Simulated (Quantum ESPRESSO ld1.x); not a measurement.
Species: Hg61+. Configuration: [Ar] 3d1. Calculated with ld1.x of Quantum ESPRESSO 7.5: Dirac Kohn-Sham, PBE, spin-unpolarised, spherical densities, point nucleus; open shells are shared between the two j in proportion to 2j + 1.

Unscreened Slater integrals over Kohn-Sham orbitals (eV). Large and small components are both included.

integral          value
F0(3d5/2,3d5/2)  162.39
F2(3d5/2,3d5/2)  84.410
F4(3d5/2,3d5/2)  54.721
F0(3d5/2,3d3/2)  164.53
F2(3d5/2,3d3/2)  85.030
G2(3d5/2,3d3/2)  82.993
G4(3d5/2,3d3/2)  53.771
F0(3d5/2,3p3/2)  149.46
F2(3d5/2,3p3/2)  71.146
G1(3d5/2,3p3/2)  72.855
G3(3d5/2,3p3/2)  49.558
F0(3d5/2,3p1/2)  156.33
G3(3d5/2,3p1/2)  55.064
F0(3d5/2,3s1/2)  150.78
G2(3d5/2,3s1/2)  59.606
F0(3d3/2,3d3/2)  166.80
F2(3d3/2,3d3/2)  85.804
F0(3d3/2,3p3/2)  151.11
F2(3d3/2,3p3/2)  70.801
G1(3d3/2,3p3/2)  71.132
G3(3d3/2,3p3/2)  48.354
F0(3d3/2,3p1/2)  158.25
G1(3d3/2,3p1/2)  83.469
F0(3d3/2,3s1/2)  152.42
G2(3d3/2,3s1/2)  58.534
F0(3p3/2,3p3/2)  142.13
F2(3p3/2,3p3/2)  70.546
F0(3p3/2,3p1/2)  147.60
G2(3p3/2,3p1/2)  70.486
F0(3p3/2,3s1/2)  142.98
G1(3p3/2,3s1/2)  92.249
F0(3p1/2,3p1/2)  154.10
F0(3p1/2,3s1/2)  148.56
G1(3p1/2,3s1/2)  91.716
F0(3s1/2,3s1/2)  144.19
